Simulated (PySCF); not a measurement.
SiBr₂F₂, SMILES F[Si](F)(Br)Br.

Geometry: PBE0-D3(BJ)/def2-SVP.

Method: PySCF with SMD-PBE0/def2-SVP.

Solvation free energies are E(SMD) − E(gas) at the gas-phase geometry, for 1 M in both phases. Bromine has the revised SMD18 radius of 2.60 Å. In vacuum the dipole moment is 0.96 D.

Q: Estimate the solvation free energies in water, 1-octanol, chlorobenzene. (Estimate from the structure and the level; the computed values follow.)

A: 
| solvent | ΔG(solv) (kcal/mol) | its non-electrostatic (CDS) part | dipole (D) |
|---|---|---|---|
| water | -0.2 | 0.9 | 1.09 |
| 1-octanol | -3.7 | -2.8 | 1.07 |
| chlorobenzene | -3.9 | -3.2 | 1.06 |
